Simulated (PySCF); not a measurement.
IrO₂, SMILES [O]=[Ir]=[O] (connectivity only; charge and spin as stated), neutral, multiplicity 2.

Coordinates come from a PBE-D3(BJ)/def2-TZVP optimisation. A frequency run showed that this geometry is not a minimum. The spin state was assumed, not searched. The def2 effective core potentials stand for the cores of Ir; spin–orbit coupling is left out.

The numbers are results of PBE-D3(BJ)/def2-TZVP (PySCF 2.14.0), not measurements.

Frequencies are harmonic and unscaled.

Modes within 1.5 cm⁻¹ of each other (mostly degenerate sets) share a row, with their intensities summed.

### Question
List the normal modes with their intensities. (An estimate is asked for; the answer gives what the named calculation found.)

### Answer

| mode | ν (cm⁻¹) | IR (km/mol) | moving atoms (share of kinetic energy) |
|---|---|---|---|
| 1–2 | 61i | 14.6 | O 86 %, Ir 14 % |
| 3 | 957 | 249.3 | O 86 %, Ir 14 % |
| 4 | 995 | 0.0 | O 100 % |
